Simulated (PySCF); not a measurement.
Nb(S)(F)(NH2)2 (FH4N2NbS), SMILES [Nb]([F])([NH2])([NH2])=[S], multiplicity 1. Atoms are numbered in the order given.

```xyz
9

Nb    -0.1920    -0.0318     0.0000
S      1.9742    -0.0293     0.0000
F     -0.9641    -1.7609     0.0000
N     -0.7929     0.9110    -1.6215
H     -1.7763     1.1228    -1.8313
H     -0.1915     1.3105    -2.3496
N     -0.7929     0.9110     1.6215
H     -0.1915     1.3105     2.3496
H     -1.7763     1.1228     1.8313
```

Geometry: PBE-D3(BJ)/def2-SVP. The multiplicity is an assumed one; other spin states were not compared. The def2 effective core potentials stand for the cores of Nb; spin–orbit coupling is left out. The values are those of a single conformer.

Calculation: PBE-D3(BJ)/def2-SVP run with PySCF.

Frequencies are harmonic and unscaled.

Computed harmonic wavenumbers and intensities:
| mode | ν (cm⁻¹) | IR (km/mol) | moving atoms (share of kinetic energy) |
|---|---|---|---|
| 1 | 149 | 3.2 | F 39 %, S 31 %, Nb 15 %, N 9 % |
| 2 | 151 | 4.1 | H 36 %, N 28 %, S 25 %, Nb 11 % |
| 3 | 177 | 4.3 | N 41 %, F 25 %, H 18 %, Nb 11 % |
| 4 | 178 | 0.3 | F 46 %, N 22 %, H 18 %, Nb 13 % |
| 5 | 194 | 3.9 | N 57 %, H 26 %, Nb 10 % |
| 6 | 207 | 12.6 | H 70 %, N 16 %, S 8 % |
| 7 | 363 | 1.1 | H 94 % |
| 8 | 460 | 92.4 | H 79 %, N 21 % |
| 9 | 498 | 181.5 | H 68 %, N 20 %, S 10 % |
| 10 | 509 | 59.3 | H 55 %, S 27 %, N 13 % |
| 11 | 516 | 1.5 | H 82 %, N 18 % |
| 12 | 582 | 24.6 | S 34 %, H 29 %, Nb 14 %, N 14 %, F 9 % |
| 13 | 667 | 119.8 | F 61 %, Nb 17 %, N 14 % |
| 14 | 682 | 114.0 | N 65 %, Nb 21 %, H 13 % |
| 15 | 683 | 87.1 | N 58 %, Nb 18 %, F 12 %, H 11 % |
| 16 | 1443 | 34.5 | H 89 %, N 11 % |
| 17 | 1447 | 20.5 | H 89 %, N 11 % |
| 18 | 3449 | 98.6 | H 96 % |
| 19 | 3452 | 55.1 | H 96 % |
| 20 | 3551 | 33.1 | H 92 %, N 8 % |
| 21 | 3551 | 44.1 | H 92 %, N 8 % |
